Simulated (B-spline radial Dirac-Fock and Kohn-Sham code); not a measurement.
## Auger parameter of gadolinium: the K level and its strongest K-LL line

The computed values come from a radial atomic solver: ΔSCF Dirac-Fock with Breit, self-energy and vacuum polarisation, finite nucleus, configuration average. The modified Auger parameter α′ is the binding energy plus the kinetic energy of the Auger electron; it does not depend on the energy zero. For free ions it tends to fall with charge, since less charge screens the final holes.

```csv
species,configuration,binding 1s (eV),Auger line,kinetic (eV),α′ (eV)
Gd,[Xe] 4f7 5d1 6s2,50248.1,L2L3 J=2,34845.8,85093.9
Gd,[Xe] 4f6 5d2 6s2,50256.4,L2L3 J=2,34834.7,85091.1
Gd,[Xe] 4f9 5d1,50231.5,L2L3 J=2,34871.0,85102.5
Gd,[Xe] 4f5 5d3 6s2,50265.2,L2L3 J=2,34823.0,85088.2
Gd⁺,[Xe] 4f7 5d1 6s1,50255.1,L2L3 J=2,34837.4,85092.5
Gd⁺ (Watson 1.8 Å),[Xe] 4f7 5d1 6s1,50248.0,L2L3 J=2,34845.0,85093.1
Gd²⁺,[Xe] 4f7 5d1,50263.2,L2L3 J=2,34828.2,85091.4
Gd²⁺ (Watson 1.8 Å),[Xe] 4f7 5d1,50247.7,L2L3 J=2,34844.1,85091.8
Gd³⁺,[Xe] 4f7,50275.5,L2L3 J=2,34814.1,85089.6
Gd³⁺,[Xe] 4f5 6s2,50301.4,L2L3 J=2,34780.9,85082.3
Gd³⁺ (Watson 2.4 Å),[Xe] 4f7,50257.5,L2L3 J=2,34832.1,85089.6
Gd⁴⁺,[Xe] 4f6,50298.1,L2L3 J=2,34787.1,85085.2
Gd⁵⁺,[Kr] 4d10 4f6 5s2 5p5,50316.4,L2L3 J=2,34768.3,85084.6
Gd⁶⁺,[Kr] 4d10 4f6 5s2 5p4,50335.6,L2L3 J=2,34748.7,85084.3
Gd⁷⁺,[Kr] 4d10 4f6 5s2 5p3,50355.6,L2L3 J=2,34728.6,85084.2
```
